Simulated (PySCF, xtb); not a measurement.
Ti(Me)(H)3 (CH6Ti), SMILES [CH3][TiH3], multiplicity 1.

GFN2-xTB (xtb) at its own geometry gives an orbital gap of 1.72 eV and a dipole moment of 1.49 D.

Coordinates come from a B3LYP-D3(BJ)/def2-TZVP optimisation. The geometry has at least one imaginary mode, so it is a saddle point at that level. The multiplicity is an assumed one; no other spin state was optimised. The structure was generated by enumeration; whether it is a known compound was not checked.

What does PBE/def2-TZVPD (PySCF) give? (Estimate from the structure and the level; the computed values follow.)

gap 3.14 eV (levels -6.99 and -3.85 eV), dipole 1.18 D.
